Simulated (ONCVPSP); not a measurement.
## Transferability test, ONCV potential for bromine (Br)

- Element: bromine (Br)
- Generator: ONCVPSP 4.0.1
- Type: optimised norm-conserving Vanderbilt (ONCV)
- Functional: PBE
- Relativity: scalar-relativistic
- Frozen core: [Ar]
- Valence charge: 17
- Reference configuration: 3d10 4s1 4p6
- Partial waves: 4s: rc 1.45 bohr, ncon 4, nbas 9, qcut 4.5 1/bohr, 3 projectors, debl 2.3 Ha; 4p: rc 1.60 bohr, ncon 4, nbas 7, qcut 5.6 1/bohr, 1 projector; 3d: rc 1.05 bohr, ncon 4, nbas 8, qcut 16.5 1/bohr, local
- Local potential: the d channel
- Core correction: Teter function, fcfact 4, rcfact 1.15

Energies are relative to the spin-unpolarised reference configuration 3d10 4s1 4p6; without spin polarisation the order of configurations can differ from experiment.

```tsv
valence configuration	charge	ΔE all-electron (eV)	error AE − PS (meV)
3d10 4s2 4p5	0	-12.371	-1.3
3d10 4s2 4p3	+2	22.943	-7.5
3d9 4s2 4p6	0	51.939	-601
```

Q: What are ΔE and the potential's error for 3d10 4s2 4p4?

A: ΔE = 0.183 eV all-electron; the error (AE − PS) is -5.1 meV.

Levels in the configuration 3d10 4s2 4p3:

```
level  all-electron (eV)  pseudo (eV)
   3d            -90.787      -90.521
   4s            -41.838      -41.823
   4p            -28.226      -28.222
```

Note: ghosts flagged at negative energy: s at -113.0 eV, p at -169.4 eV; GHOST(+) flagged for s at 352.9 eV. A true bound ghost makes a file unfit for plane-wave use.
